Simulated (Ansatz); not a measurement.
Computed with Ansatz on PBE0-D4/def2-TZVP structures; ΔE is electronic, products minus reactants. CCSD(T)/CBS is the MP2 limit (def2-TZVPP, def2-QZVPP) plus CCSD(T) − MP2 in def2-TZVPP, frozen cores. One conformer a species, not always the lowest.

`CC(F)(F)[SiH3]` → `C[SiH2]C(F)F`  (isomerisation)

| species | CCSD(T)/CBS(def2) energy (Eh) |
| --- | --- |
| `CC(F)(F)[SiH3]` | -568.36544 |
| `C[SiH2]C(F)F` | -568.37169 |

(1) Work out ΔE.

Largest T1 diagnostic among the species: 0.012.

## Answers

(1) ΔE = (-568.37169) − (-568.36544) = -0.00625 Eh = -16.4 kJ/mol.
